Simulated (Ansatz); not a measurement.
Z-matrix (Å, degrees):
```
In
S 1 2.368
Br 1 2.442 2 120.6
O 1 1.971 2 124.3 3 -180.0
H 2 1.345 1 93.1 3 -179.9
H 4 0.961 1 113.1 2 -0.3
```

The species carries charge 0 and has multiplicity 1. In takes the def2 core potential.

Problem. List the PBE/def2-TZVPP orbital energies in eV (Ansatz). (Best estimate.)

Solution. Ansatz gave: Occupied: -13088.89, -2396.35, -1682.02, -1516.39, -1516.33, -1516.32, -510.32, -228.79, -209.28, -170.97, -170.76, -170.74, -155.42, -155.36, -155.20, -122.87, -80.59, -80.41, -80.32, -67.63, -67.58, -67.56, -67.41, -67.41, -24.46, -20.22, -20.03, -19.71, -19.64, -19.49, -18.53, -17.95, -11.93, -10.74, -9.64, -8.42, -7.76, -7.68, -7.22, -7.12, -6.78. Lowest empty: -3.04, -1.86, -0.80, -0.56, 0.46, 1.36, 1.51, 2.10.
